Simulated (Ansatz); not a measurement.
C2H8BFSi (`CBC[SiH2]F`), relaxed with RKS PBE-D4/def2-SVP in Ansatz from a rough embedded geometry. The force threshold is 0.03 eV/Å; the program also tests the step.

The species carries charge 0 and has multiplicity 1.

Start:

```xyz
13

C    -1.358   -0.127   -1.549
B    -0.180   -0.653   -0.689
C     0.835    0.384   -0.073
Si    0.940    0.210    1.832
F    -0.649    0.617    2.405
H    -2.034   -1.006   -1.854
H    -1.037    0.426   -2.399
H    -2.018    0.520   -0.860
H    -0.027   -1.861   -0.524
H     0.598    1.389   -0.356
H     1.873    0.126   -0.474
H     1.885    1.128    2.357
H     1.172   -1.154    2.185
```

**Question.** By how much does the energy fall, and how many steps does the optimiser take? (Best estimate.)

**Answer.** Computed: 49.73 kJ/mol, in 16 steps, 2 of them rejected.

**Question.** Which bonds change most? (An estimate is asked.)

**Answer.** The calculation gave: Si4–F5 from 1.737 to 1.648 Å; Si4–H12 from 1.419 to 1.503 Å; Si4–H13 from 1.427 to 1.500 Å; C1–H7 from 1.064 to 1.109 Å.

**Question.** Give the relaxed structure. (Best estimate.)

**Answer.** Ansatz gave: 
```xyz
13

C    -1.424   -0.103   -1.386
B    -0.109   -0.672   -0.759
C     1.033    0.232   -0.197
Si    0.808    0.296    1.673
F    -0.783    0.570    2.008
H    -1.911   -0.778   -2.117
H    -1.347    0.922   -1.803
H    -2.129   -0.038   -0.519
H    -0.006   -1.882   -0.593
H     1.048    1.272   -0.586
H     2.039   -0.232   -0.306
H     1.597    1.423    2.278
H     1.185   -1.010    2.307
```
